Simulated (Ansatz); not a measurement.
Geometry optimisation, RKS PBE-D4/def2-SVP in Ansatz.

Input:

```yaml
crystal:
  periodic: [false, false, false]
  atoms:
    - { symbol: C, position_ang: [-1.7345, -0.2075, 0.4756] }
    - { symbol: Al, position_ang: [0.1335, -0.0399, 0.9705] }
    - { symbol: C, position_ang: [1.4902, 0.207, -0.4653] }
    - { symbol: O, position_ang: [1.5933, -0.8637, -1.346] }
    - { symbol: I, position_ang: [1.1863, 2.0402, -1.5054] }
    - { symbol: H, position_ang: [-1.9291, -1.015, -0.2124] }
    - { symbol: H, position_ang: [-2.0599, 0.7697, -0.0551] }
    - { symbol: H, position_ang: [-2.361, -0.2767, 1.3698] }
    - { symbol: H, position_ang: [0.5738, -0.1096, 2.5475] }
    - { symbol: H, position_ang: [2.5166, 0.2616, 0.0667] }
    - { symbol: H, position_ang: [0.6561, -0.8231, -1.8253] }
basis:
  gaussian: { orbitals: def2-SVP }
hamiltonian:
  xc: pbe
  dispersion: d4
relax:
  f_tol: 0.015
  max_steps: 40
```

Command:

```bash
$ ansatz run input.yaml --threads 2 --pin off --max-ram 3072MiB --backend cpu --events-out ev --progress --plain --runs-dir out
```

Question: Where does it end, and by what steps?

Answer: It converged. After 24 steps the energy has fallen by 1.097 eV; H8 moved furthest, 1.06 Å. Parted: C3–I5. Joined: Al2–I5.

```json
{"step": "0", "energy less start (eV)": "0.0000", "largest force component (eV/Å)": "2.756", "accepted": "yes"}
{"step": "1", "energy less start (eV)": "-0.3964", "largest force component (eV/Å)": "1.388", "accepted": "yes"}
{"step": "2", "energy less start (eV)": "-0.5555", "largest force component (eV/Å)": "1.340", "accepted": "yes"}
{"step": "3", "energy less start (eV)": "-0.6846", "largest force component (eV/Å)": "1.492", "accepted": "yes"}
{"step": "4", "energy less start (eV)": "-0.8358", "largest force component (eV/Å)": "1.525", "accepted": "yes"}
{"step": "5", "energy less start (eV)": "-0.9486", "largest force component (eV/Å)": "1.653", "accepted": "yes"}
{"step": "6", "energy less start (eV)": "-1.0137", "largest force component (eV/Å)": "0.771", "accepted": "yes"}
{"step": "7", "energy less start (eV)": "-1.0461", "largest force component (eV/Å)": "0.419", "accepted": "yes"}
{"step": "8", "energy less start (eV)": "-1.0547", "largest force component (eV/Å)": "0.697", "accepted": "yes"}
{"step": "9", "energy less start (eV)": "-1.0693", "largest force component (eV/Å)": "0.256", "accepted": "yes"}
{"step": "10", "energy less start (eV)": "-1.0756", "largest force component (eV/Å)": "0.102", "accepted": "yes"}
{"step": "11", "energy less start (eV)": "-1.0780", "largest force component (eV/Å)": "0.129", "accepted": "yes"}
{"step": "12", "energy less start (eV)": "-1.0818", "largest force component (eV/Å)": "0.150", "accepted": "yes"}
{"step": "13", "energy less start (eV)": "-1.0844", "largest force component (eV/Å)": "0.075", "accepted": "yes"}
{"step": "14", "energy less start (eV)": "-1.0874", "largest force component (eV/Å)": "0.164", "accepted": "yes"}
{"step": "15", "energy less start (eV)": "-1.0901", "largest force component (eV/Å)": "0.174", "accepted": "yes"}
{"step": "16", "energy less start (eV)": "-1.0903", "largest force component (eV/Å)": "0.201", "accepted": "yes"}
{"step": "17", "energy less start (eV)": "-1.0915", "largest force component (eV/Å)": "0.220", "accepted": "yes"}
{"step": "18", "energy less start (eV)": "-1.0957", "largest force component (eV/Å)": "0.049", "accepted": "yes"}
{"step": "19", "energy less start (eV)": "-1.0962", "largest force component (eV/Å)": "0.033", "accepted": "yes"}
{"step": "20", "energy less start (eV)": "-1.0964", "largest force component (eV/Å)": "0.036", "accepted": "yes"}
{"step": "21", "energy less start (eV)": "-1.0969", "largest force component (eV/Å)": "0.024", "accepted": "yes"}
{"step": "22", "energy less start (eV)": "-1.0970", "largest force component (eV/Å)": "0.025", "accepted": "yes"}
{"step": "23", "energy less start (eV)": "-1.0971", "largest force component (eV/Å)": "0.017", "accepted": "yes"}
{"step": "24", "energy less start (eV)": "-1.0972", "largest force component (eV/Å)": "0.010", "accepted": "yes"}
```

```xyz
11
Properties=species:S:1:pos:R:3
C -1.611 -0.156 0.283
Al 0.153 0.513 0.888
C 1.567 -0.310 -0.303
O 1.291 -1.056 -1.356
I 1.117 2.365 -0.768
H -1.674 -0.375 -0.806
H -2.400 0.602 0.477
H -1.912 -1.076 0.830
H 0.549 0.811 2.406
H 2.668 -0.172 -0.239
H 0.317 -1.203 -1.391
```

Run time: 76 s on 2 threads of Arm Neoverse V1, on a shared host, peak memory 0.16 GiB.
